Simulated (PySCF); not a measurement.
SMILES [Li][O]C(C)(C)C at its GFN2-xTB optimised geometry (Å):

```
15

Li    -1.1660     2.2527    -0.0019
O     -0.6415     0.8099     0.0000
C     -0.1704    -0.4869     0.0000
C     -0.6708    -1.2277     1.2527
C     -0.6708    -1.2278    -1.2526
C      1.3685    -0.4869     0.0000
H     -0.3092    -2.2525     1.2703
H     -1.7586    -1.2306     1.2592
H     -0.3212    -0.7083     2.1422
H     -1.7586    -1.2300    -1.2595
H     -0.3098    -2.2527    -1.2699
H     -0.3207    -0.7087    -2.1423
H      1.7289     0.0355     0.8835
H      1.7288     0.0374    -0.8824
H      1.7586    -1.5013    -0.0011
```

Method: PBE0/def2-TZVP run with PySCF. Cells within 0.4 Å of a nucleus heavier than hydrogen are left out (blank, or x).

Map of the LUMO amplitude (bohr^(-3/2)) on the plane z = 0.0 Å; orbital energy -1.01 eV, overall sign arbitrary:

```
|444556667776665544433333333|
|445566777877766554443333333|
|445567788888776554443333333|
|445667889998876554443333333|
|455667899998876554443333333|
|455667899877766554443333333|
|455667787xx4555554443333333|
|445566775xx1445444443333333|
|445556664101244444433333333|
|444555554200133443333333333|
|44445554420xx23333333333333|
|34444444321xx23333333333333|
|344444443323333332223333333|
|333444433333333322222333333|
|333333333333xx32xxx22333333|
|333333333333xx22xx222333333|
|333333333332222333333333333|
|333333333333333333333333333|
|333333333333333333333333333|
|333333333333333333333333333|
|333333333333333333333333333|
|333333333333333333333333333|
|333333333333333333333333333|
|333333333333333333333333333|
|333333333333333333333333333|
|333333333333333333333333333|
|333333333333333333333333333|
```
Scale: ten equal steps from -0.037 (start of '0') to 0.082 (end of '9'), in the order '0123456789'; x runs from -4.50 to 4.50, y from -4.50 (bottom) to 4.50 (top).
